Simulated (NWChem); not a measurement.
Molecule: GeF$_{4}$; SMILES [F][Ge]([F])([F])[F]

```xyz
5

F     -1.2565    -0.7486     0.8627
Ge     0.0000     0.0000     0.0000
F      1.0630     0.7540     1.0885
F      0.8441    -1.1680    -0.8982
F     -0.6506     1.1625    -1.0530
```
Atoms are numbered in this order, from 1.

Structure relaxed at the PBE0/def2-SVP level.

**Question.** List the 4 lowest vertical singlet excitations from CAM-B3LYP/def2-SVPD, TDA (NWChem).

**Answer.** 
| state | energy (eV) | oscillator strength | leading excitation (squared amplitude) |
|---|---|---|---|
| S1 | 8.97 | 0.000 | HOMO → LUMO (0.94) |
| S2 | 8.97 | 0.000 | HOMO−1 → LUMO (0.93) |
| S3 | 8.97 | 0.000 | HOMO−2 → LUMO (0.93) |
| S4 | 9.75 | 0.161 | HOMO−3 → LUMO (0.91) |
